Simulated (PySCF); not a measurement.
Problem. What does the GFN2-xTB structure of InChI=1S/C6H6O2/c7-4-6-2-1-3-8-5-6/h1,3-5H,2H2 look like in three dimensions?

Solution. 
```xyz
14
C6H6O2 angstrom
O      2.8659    0.7005   -0.4848
C      2.0993   -0.2147   -0.6724
C      0.6997   -0.2158   -0.2873
C     -0.0784   -1.2801   -0.5393
O     -1.3778   -1.3900   -0.2304
C     -1.9497   -0.3081    0.3993
C     -1.3063    0.8053    0.7088
C      0.1476    1.0107    0.4006
H      2.4306   -1.1471   -1.1720
H      0.2928   -2.1701   -1.0306
H     -2.9924   -0.4918    0.6053
H     -1.8319    1.6058    1.2026
H      0.2868    1.8884   -0.2408
H      0.7132    1.2066    1.3188
```

Orientation and origin are arbitrary. Atoms count from 1 in this order. The C–C distances run from 1.323 Å (C6=C7, drawn double) to 1.511 Å (C3–C8, drawn single), a spread of 0.188 Å. The 8 heavy atoms lie in one plane (0.001 Å rms). The 3 C–O bonds span 1.208 Å (O1=C2, drawn double) to 1.376 Å (O5–C6, drawn single), a spread of 0.168 Å. The 6-membered ring C3–C4–O5–C6–C7–C8 has internal angles of 109.7° to 125.7°; it is planar, 0.00 Å rms from its mean plane, widest ring torsion 0°.

Bonds between heavy atoms (Å): O1=C2 1.208, C2–C3 1.452, C3=C4 1.342, C4–O5 1.340, O5–C6 1.376, C6=C7 1.323, C7–C8 1.500, C3–C8 1.511.

The geometry is computed with GFN2-xTB (gas phase).

Point group: Cs (every atom within 0.08 Å of its image). GFN2-xTB frequencies: not computed here. The numbers are those of one conformer (O1–C2–C3–C4 180°).
